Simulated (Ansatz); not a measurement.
Two members of one family (BP nanocrystals, H-capped), computed with Ansatz in the gas phase. A negative affinity means that the extra electron isn't bound at that geometry and level; within about 0.2 eV of zero the sign isn't settled. Binding counts from free atoms in the multiplicity of their measured ground term, without zero-point energy. Sets without diffuse functions give affinities that are too small. A dash marks a value that wasn't run or was left out as unsound. The structures are stationary points that may keep the symmetry of their start. Remarks come from the PBE and PBE0 runs and from stability tests at other levels; not every state was tested. A HOMO above zero means that the electron is unbound at that level and held by the basis, or that self-interaction error raises the level; the energy of removing that electron tells which.

First: B8P8H22, cut from wurtzite (singlet, charge 0, PBE-D4/def2-SVP geometry).

| atom | x (Å) | y (Å) | z (Å) |
| --- | --- | --- | --- |
| B1 | -1.615 | -0.083 | 3.308 |
| P2 | -2.646 | -1.196 | 2.061 |
| P3 | -0.271 | 0.785 | 2.176 |
| B4 | 0.938 | -0.505 | 1.332 |
| B5 | -2.083 | -1.117 | 0.195 |
| P6 | -0.181 | -1.611 | 0.116 |
| P7 | 2.292 | 0.356 | 0.207 |
| B8 | 3.504 | -0.940 | -0.624 |
| B9 | 0.446 | -1.540 | -1.746 |
| P10 | 2.334 | -2.031 | -1.762 |
| B11 | -1.122 | 1.937 | 0.832 |
| P12 | -2.146 | 0.757 | -0.399 |
| P13 | 0.293 | 2.766 | -0.221 |
| B14 | 1.456 | 1.505 | -1.148 |
| B15 | -1.588 | 0.922 | -2.270 |
| P16 | 0.285 | 0.349 | -2.266 |
| H17 | -1.054 | -0.810 | 4.117 |
| H18 | -2.354 | 0.759 | 3.798 |
| H19 | -2.685 | -2.563 | 2.473 |
| H20 | -4.043 | -0.899 | 2.109 |
| H21 | 0.524 | 1.627 | 3.016 |
| H22 | 1.467 | -1.213 | 2.174 |
| H23 | -2.753 | -1.831 | -0.532 |
| H24 | -0.080 | -2.971 | 0.545 |
| H25 | 3.077 | 1.199 | 1.056 |
| H26 | 3.990 | -1.654 | 0.243 |
| H27 | 4.318 | -0.359 | -1.328 |
| H28 | -0.235 | -2.253 | -2.466 |
| H29 | 2.450 | -3.424 | -1.468 |
| H30 | 2.771 | -2.044 | -3.122 |
| H31 | -1.835 | 2.777 | 1.354 |
| H32 | -3.511 | 1.166 | -0.296 |
| H33 | 1.086 | 3.596 | 0.630 |
| H34 | -0.226 | 3.752 | -1.114 |
| H35 | 2.295 | 2.085 | -1.818 |
| H36 | -2.247 | 0.158 | -2.960 |
| H37 | -1.646 | 2.103 | -2.601 |
| H38 | 0.790 | 0.445 | -3.599 |

| level | HOMO (eV) | LUMO (eV) | gap (eV) | vertical EA (eV) | binding per atom (eV) |
| --- | --- | --- | --- | --- | --- |
| PBE-D4/def2-SVP | -6.04 | -1.41 | 4.63 | – | 3.62 |
| PBE-D4/def2-TZVP | -6.11 | -1.72 | 4.39 | 0.21 | 3.61 |
| r2SCAN-D4/def2-TZVP | -6.31 | -1.48 | 4.83 | – | 3.56 |
| PBE0-D4/def2-SVP | -7.13 | -0.64 | 6.49 | – | 3.60 |
| PBE0-D4/def2-TZVP | -7.14 | -0.93 | 6.21 | -0.06 | 3.58 |

Remarks: HOMO above zero (-1 doublet).

Second: B9P9H24, cut from wurtzite (singlet, charge 0, PBE-D4/def2-SVP geometry).

Cartesian coordinates in Å:
```
B -2.790 -1.409 -2.318
P -2.548 -2.651 -0.816
P -1.495 0.020 -1.974
B -1.873 0.968 -0.303
B -1.184 -2.151 0.491
P -1.635 -0.358 1.160
P -0.586 2.405 0.041
B -0.979 3.356 1.708
B -0.288 0.202 2.478
P -0.780 1.988 3.103
B 0.350 -0.642 -2.001
P 0.510 -1.912 -0.479
P 1.652 0.782 -1.670
B 1.250 1.725 -0.001
B 1.920 -1.399 0.790
P 1.379 0.372 1.452
B 3.494 0.116 -1.709
P 3.573 -1.169 -0.226
H -3.929 -0.964 -2.274
H -2.507 -1.994 -3.354
H -3.764 -2.892 -0.104
H -2.267 -3.984 -1.250
H -1.612 0.973 -3.033
H -3.019 1.393 -0.290
H -1.072 -2.955 1.401
H -2.873 -0.483 1.865
H -0.710 3.343 -1.030
H -2.139 3.744 1.708
H -0.146 4.231 1.900
H -0.180 -0.610 3.382
H -1.951 1.859 3.913
H 0.157 2.368 4.112
H 0.592 -1.224 -3.049
H 0.870 -3.196 -0.996
H 1.514 1.731 -2.730
H 2.054 2.622 0.201
H 2.022 -2.206 1.700
H 2.388 0.791 2.374
H 3.703 -0.484 -2.754
H 4.276 1.027 -1.475
H 4.008 -2.464 -0.647
H 4.616 -0.868 0.703
```

Problem. What does the change do? Estimate second minus first.

Solution. 
```json
{"level": "PBE-D4/def2-SVP", "Δ HOMO (eV)": "0.14", "Δ LUMO (eV)": "-0.12", "Δ gap (eV)": "-0.26", "Δ vertical EA (eV)": "–", "Δ binding per atom (eV)": "0.03"}
{"level": "PBE-D4/def2-TZVP", "Δ HOMO (eV)": "0.13", "Δ LUMO (eV)": "-0.12", "Δ gap (eV)": "-0.24", "Δ vertical EA (eV)": "0.13", "Δ binding per atom (eV)": "0.03"}
{"level": "r2SCAN-D4/def2-TZVP", "Δ HOMO (eV)": "0.13", "Δ LUMO (eV)": "-0.13", "Δ gap (eV)": "-0.25", "Δ vertical EA (eV)": "–", "Δ binding per atom (eV)": "0.02"}
{"level": "PBE0-D4/def2-SVP", "Δ HOMO (eV)": "0.14", "Δ LUMO (eV)": "-0.12", "Δ gap (eV)": "-0.25", "Δ vertical EA (eV)": "–", "Δ binding per atom (eV)": "0.03"}
{"level": "PBE0-D4/def2-TZVP", "Δ HOMO (eV)": "0.13", "Δ LUMO (eV)": "-0.12", "Δ gap (eV)": "-0.24", "Δ vertical EA (eV)": "0.14", "Δ binding per atom (eV)": "0.02"}
```

Remarks: HOMO above zero (-1 doublet).
